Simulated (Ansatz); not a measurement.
Two structures of ZnH$_{3}$ClO$_{2}$, singlet, reached by relaxing down either side of one saddle point (PBE0-D4/def2-TZVP). Energies are electronic, without zero-point energy. Ansatz 0.2.0; basis: def2-TZVPP and def2-QZVPP; cores frozen in the correlated methods. The 3s and 3p shells of Cu and Zn are frozen; filled d shells are correlated. Extrapolation: Hartree–Fock as exp(−7.88 √X), correlation as X^−2.97. First:

```tsv
atom	x (Å)	y (Å)	z (Å)
Zn1	-1.0445	-0.8702	0.4448
H2	-2.0496	-0.5647	1.5610
Cl3	-0.0895	-1.8053	-1.2514
H4	0.0838	1.6930	0.3457
O5	0.4559	0.8102	0.4699
O6	1.4636	0.7677	-0.5369
H7	1.1803	-0.0307	-1.0330
```

Second:

| atom | x (Å) | y (Å) | z (Å) |
| --- | --- | --- | --- |
| Zn1 | -0.2393 | -0.7452 | -0.3885 |
| H2 | -1.7741 | -0.0716 | 1.5326 |
| Cl3 | -1.2076 | -2.5354 | -0.8478 |
| H4 | -1.3506 | 0.5462 | 1.4698 |
| O5 | 0.6294 | 0.7911 | -0.0166 |
| O6 | 1.5614 | 0.9260 | -1.1154 |
| H7 | 2.3808 | 1.0889 | -0.6341 |

Task: Which bonds change from the first to the second?

Result: ZnHCl ([Cl][ZnH]) + H₂O₂ ([OH][OH]) → ZnHClO₂ ([OH][O][Zn][Cl]) + H₂; bonds formed: H2–H4; dative contacts that become bonds: Zn1–O5; bonds broken: Zn1–H2, H4–O5.

Task: Give the saddle point's structure and its height above each. (An estimate is asked for; the value comes from the calculation.)

Result: Computed: 32.59 kcal/mol above the first and 24.00 kcal/mol above the second (CCSD(T) at an estimated basis limit (MP2 extrapolated from triple and quadruple zeta, plus CCSD(T) − MP2 in triple zeta)).
Zn1  (-0.729, -1.030, -0.046)
H2  (-1.286, 0.170, 1.202)
Cl3  (-1.346, -2.792, -1.022)
H4  (-0.519, 0.685, 0.824)
O5  (0.546, 0.440, 0.189)
O6  (1.247, 1.186, -0.798)
H7  (2.087, 1.341, -0.349)
(Å)

T1 diagnostic: at most 0.017.

Labels in which every atom is bracketed show which atoms are joined, not bond orders.

For scale, one of the runs: CCSD(T)/def2-TZVPP, 210 basis functions, launched by `ansatz run in.yaml --threads 4 --pin off --events-out ev --progress --plain --max-ram 9574MiB`. The run took 3 min on 4 CPU threads of an Intel Xeon (shared host), with 2.9 GiB of host memory at its peak.
